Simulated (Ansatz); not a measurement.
C4H4F2, SMILES C(C(F)F)#CC. Atoms are numbered in the order given.

```xyz
10

C      2.8840     0.6020     0.0213
C      1.4487     0.4017    -0.0242
C      0.2475     0.2199    -0.0543
C     -1.2018     0.0557    -0.1173
F     -1.7242    -0.1048     1.1307
F     -1.5316    -1.0501    -0.8416
H      3.1983     0.9621     1.0140
H      3.2053     1.3447    -0.7262
H      3.4193    -0.3391    -0.1822
H     -1.6996     0.9267    -0.5833
```

The structure is a stationary point at r2SCAN-D4/def2-SVP.

Two levels are set side by side: PBE-D3(BJ)/def2-SVP (Ansatz, an electronic-structure program) and r2SCAN-D4/def2-SVP (Ansatz). Each level has its own optimised geometry; the coordinates shown are those of the second. Differences are taken from unrounded values.

```json
[
 {"quantity": "mean bond length (Å)", "r2SCAN-D4": "1.251"},
 {"quantity": "bond C1–C2 (Å)", "r2SCAN-D4": "1.450"},
 {"quantity": "bond C2–C3 (Å)", "r2SCAN-D4": "1.215"},
 {"quantity": "bond C3–C4 (Å)", "r2SCAN-D4": "1.460"},
 {"quantity": "bond C4–F5 (Å)", "r2SCAN-D4": "1.362"},
 {"quantity": "bond C4–F6 (Å)", "r2SCAN-D4": "1.362"},
 {"quantity": "bond C1–H7 (Å)", "r2SCAN-D4": "1.102"},
 {"quantity": "bond C1–H8 (Å)", "r2SCAN-D4": "1.102"},
 {"quantity": "bond C1–H9 (Å)", "r2SCAN-D4": "1.102"},
 {"quantity": "bond C4–H10 (Å)", "r2SCAN-D4": "1.106"}
]
```

### Question
What does PBE-D3(BJ) give, and how far is it from r2SCAN-D4? (The exact figures need the calculation; the answer reports its results.)

### Answer

| quantity | PBE-D3(BJ) | PBE-D3(BJ) minus r2SCAN-D4 |
|---|---|---|
| mean bond length (Å) | 1.259 | 0.007 |
| bond C1–C2 (Å) | 1.453 | 0.003 |
| bond C2–C3 (Å) | 1.223 | 0.008 |
| bond C3–C4 (Å) | 1.464 | 0.004 |
| bond C4–F5 (Å) | 1.371 | 0.009 |
| bond C4–F6 (Å) | 1.371 | 0.009 |
| bond C1–H7 (Å) | 1.110 | 0.008 |
| bond C1–H8 (Å) | 1.110 | 0.008 |
| bond C1–H9 (Å) | 1.110 | 0.008 |
| bond C4–H10 (Å) | 1.116 | 0.010 |

On these quantities the two levels nearly agree.
